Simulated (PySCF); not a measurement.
O4Os (SMILES [O]=[Os](=[O])(=[O])=[O]), singlet, at a GFN2-xTB geometry (such geometries of metal compounds can be far from the true shape) (core potentials on Os). Base run: PBE0/def2-SV(P) (PySCF).

The PySCF input:
```python
from pyscf import gto, scf, dft

mol = gto.Mole()
mol.atom = '''
    Os    0.000000   -0.000000    0.000000
    O     1.112794    0.658356   -0.975418
    O     0.738504   -0.820376    1.185234
    O    -0.936291   -1.009404   -0.853021
    O    -0.915007    1.171423    0.643205
'''
mol.basis = 'def2-sv(p)'
mol.ecp = {'Os': 'def2-sv(p)'}
mol.charge = 0
mol.spin = 0
mol.verbose = 4
mol.build()

mf = dft.RKS(mol)
mf.xc = 'pbe0'
mf.kernel()
```

Variants of this job, named by their change:

```
change                                                                                                                                 basis functions        E (Eh)  HOMO (eV)  HOMO-LUMO gap (eV)
-------------------------------------------------------------------------------------------------------------------------------------  ---------------  ------------  ---------  ------------------
base                                                                                                                                                81    -390.89633     -10.66                7.00
basis = jorge-DZP-DKH; relativity = none (without mol.ecp = {'Os': 'def2-sv(p)'})                                                                  120  -14679.41976      -6.92                1.79
basis = jorge-DZP-DKH; relativity = spin-free X2C (without mol.ecp = {'Os': 'def2-sv(p)'})                                                         120  -17471.24029     -10.73                7.91
basis = ANO-RCC-VDZP; relativity = none (without mol.ecp = {'Os': 'def2-sv(p)'})                                                                   124  -14522.04968      -8.18                1.79
basis = x2c-SVPall; relativity = spin-free X2C; nucleus = Gaussian (with mol.nucmod = 'G'; without mol.ecp = {'Os': 'def2-sv(p)'})                 122  -17555.04487     -10.84                7.18
basis = x2c-SVPall; relativity = none (without mol.ecp = {'Os': 'def2-sv(p)'})                                                                     122  -14695.35166      -8.24                1.78
basis = x2c-SVPall; relativity = spin-free X2C (without mol.ecp = {'Os': 'def2-sv(p)'})                                                            122  -17557.36895     -10.84                7.18
basis = ANO-RCC-VDZP; relativity = spin-free X2C; nucleus = Gaussian (with mol.nucmod = 'G'; without mol.ecp = {'Os': 'def2-sv(p)'})               124  -17555.69553     -10.87                7.10
basis = ANO-RCC-VDZP; relativity = spin-free X2C (without mol.ecp = {'Os': 'def2-sv(p)'})                                                          124  -17558.52576     -10.87                7.10
basis = jorge-DZP-DKH; relativity = spin-free X2C; nucleus = Gaussian (with mol.nucmod = 'G'; without mol.ecp = {'Os': 'def2-sv(p)'})              120  -17469.26022     -10.73                7.91
```

Total energies compare only within one method and basis.

Basis sets contracted for a relativistic Hamiltonian are a mismatch without it, so the rows without relativity aren't non-relativistic limits. No row has spin-orbit coupling; sets with core potentials leave out the core electrons.
